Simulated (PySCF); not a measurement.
# Nuclear quadrupole coupling in `C#C[SiH2][Si@H]1C[C@H](CO)C1`

Compound: C6H12OSi2.
Geometry (GFN2-xTB, Å), atoms numbered from 1 in this order:
```xyz
21
C6H12OSi2 angstrom
C      4.765   -0.806    0.251
C      3.865   -0.029    0.071
Si     2.478    1.163   -0.207
Si     0.641    0.042   -1.057
C     -0.288   -1.145    0.128
C     -1.374   -0.082    0.379
C     -2.797   -0.628    0.352
O     -3.764    0.361    0.620
C     -1.055    0.898   -0.769
H      5.555   -1.484    0.409
H      2.251    1.821    1.090
H      2.994    2.179   -1.138
H      0.781   -0.499   -2.421
H     -0.705   -2.020   -0.369
H      0.207   -1.492    1.032
H     -1.213    0.405    1.345
H     -2.990   -1.096   -0.627
H     -2.929   -1.389    1.127
H     -3.605    1.098    0.019
H     -1.747    0.773   -1.602
H     -1.079    1.948   -0.479
```

Field gradients from the PBE0/pcSseg-1 density (PySCF, non-relativistic), principal values in atomic units, ordered |Vxx| ≤ |Vyy| ≤ |Vzz|:

```csv
atom,Vxx,Vyy,Vzz
O8,0.1182,1.8643,-1.9825
```

Q: Find the asymmetry η = (Vxx − Vyy)/Vzz and the couplings χ = eQV/h (234.96 MHz × Q in barn × V in au), with Q(17O) = −0.0256 b.

A: 
```json
{"atom": "O8", "environment": "alcohol oxygen", "nucleus": "17O", "η": "0.88", "χzz (MHz)": "11.92", "χxx (MHz)": "-0.71", "χyy (MHz)": "-11.21"}
```

Q: What is Vzz at O8 in SI units (1 au = 9.71736 × 10²¹ V/m²)?

A: -1.9825 au = -19.265 × 10²¹ V/m².

Q: And the gradient at the other heavy atoms, for which no coupling is worked out here?

A: 
| atom | environment | Vzz (au) | η |
| --- | --- | --- | --- |
| C1 | terminal alkyne carbon | -0.355 | 0.02 |
| C2 | alkyne carbon | -0.343 | 0.02 |
| Si3 | SiH2 silicon | 0.345 | 0.04 |
| Si4 | SiH silicon | 0.234 | 0.33 |
| C5 | sp3 carbon bound to silicon | 0.066 | 0.57 |
| C6 | four-membered-ring carbon | -0.069 | 0.38 |
| C7 | carbinol carbon (C–OH) | 0.338 | 0.27 |
| C9 | sp3 carbon bound to silicon | 0.056 | 0.83 |

Q: What couplings would deuterons (Q(2H) = 0.00286 b) have in place of the hydrogens, at this geometry?

A: 
| atom | bonded to | bond length (Å) | Vzz (au) | η | χzz (kHz) |
| --- | --- | --- | --- | --- | --- |
| H10 | C1 | 1.053 | 0.3865 | 0.00 | 260 |
| H11 | Si3 | 1.471 | 0.1574 | 0.01 | 106 |
| H12 | Si3 | 1.471 | 0.1576 | 0.02 | 106 |
| H13 | Si4 | 1.474 | 0.1564 | 0.00 | 105 |
| H14 | C5 | 1.089 | 0.3183 | 0.04 | 214 |
| H15 | C5 | 1.087 | 0.3218 | 0.03 | 216 |
| H16 | C6 | 1.093 | 0.2994 | 0.01 | 201 |
| H17 | C7 | 1.102 | 0.2805 | 0.05 | 189 |
| H18 | C7 | 1.093 | 0.2954 | 0.05 | 199 |
| H19 | O8 | 0.964 | 0.4636 | 0.14 | 312 |
| H20 | C9 | 1.091 | 0.3163 | 0.03 | 213 |
| H21 | C9 | 1.089 | 0.3201 | 0.03 | 215 |

One conformer (not necessarily the lowest) at the GFN2-xTB geometry, without solvent, vibrations or thermal averaging. GFN2-xTB bond lengths can be off by several hundredths of an ångström, more for odd bonds, and the gradients follow them. The small basis limits the accuracy of the gradients.
